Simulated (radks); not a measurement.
Q: All-electron atom: Bi3+ in [Xe] 4f14 5d10 6s1.5 5f0.5 (fractional occupations, a model configuration). All-electron calculation, Dirac Kohn-Sham, PBE, spin-unpolarised, spherical densities, point nucleus; open shells are shared between the two j in proportion to 2j + 1. Program: a radial shooting solver on a logarithmic mesh with Libxc functionals. Some entries of the table are withheld. Estimate them.

| orbital | occ. | eigenvalue (Ry) | <1/r> (bohr^-1) | <r^2> (bohr^2) |
|---|---|---|---|---|
| 1s1/2 | 2 | -6655.540 | 103.4 | 0.0003459 |
| 2s1/2 | 2 | -1196.537 | 25.61 | 0.005185 |
| 2p1/2 | 2 | -1149.513 | 25.54 | 0.003643 |
| 2p3/2 | 4 | -978.9791 | 20.24 | 0.004823 |
| 3s1/2 | 2 | -290.4763 | 9.386 | 0.03358 |
| 3p1/2 | 2 | -269.2712 | 9.290 | 0.03049 |
| 3p3/2 | 4 | -231.0868 | 7.903 | 0.03680 |
| 3d3/2 | 4 | -196.4283 | 7.803 | (1) |
| 3d5/2 | 6 | -188.3356 | 7.497 | (2) |
| 4s1/2 | 2 | -68.38444 | 3.990 | 0.1604 |
| 4p1/2 | 2 | -59.16963 | 3.878 | 0.1625 |
| 4p3/2 | 4 | -49.75931 | 3.399 | 0.1933 |
| 4d3/2 | 4 | -34.79785 | 3.204 | 0.1999 |
| 4d5/2 | 6 | -33.04185 | 3.097 | 0.2105 |
| 5s1/2 | 2 | -13.77509 | 1.670 | 0.7743 |
| 4f5/2 | 6 | -13.62819 | 2.766 | 0.2290 |
| 4f7/2 | 8 | -13.22455 | 2.726 | 0.2354 |
| 5p1/2 | 2 | (3) | 1.548 | 0.8821 |
| 5p3/2 | 4 | (4) | 1.373 | 1.068 |
| 5d3/2 | 4 | -4.30552 | 1.101 | 1.634 |
| 5d5/2 | 6 | -4.07973 | 1.062 | 1.743 |
| 6s1/2 | 1.5 | -3.04323 | 0.6466 | 4.467 |
| 5f5/2 | 0.214286 | -0.87943 | 0.3581 | 14.51 |
| 5f7/2 | 0.285714 | -0.87612 | 0.3542 | 14.72 |

A: 
(1) 3d3/2 <r^2> (bohr^2): 0.02802
(2) 3d5/2 <r^2> (bohr^2): 0.02973
(3) 5p1/2 eigenvalue (Ry): -10.58252
(4) 5p3/2 eigenvalue (Ry): -8.76817
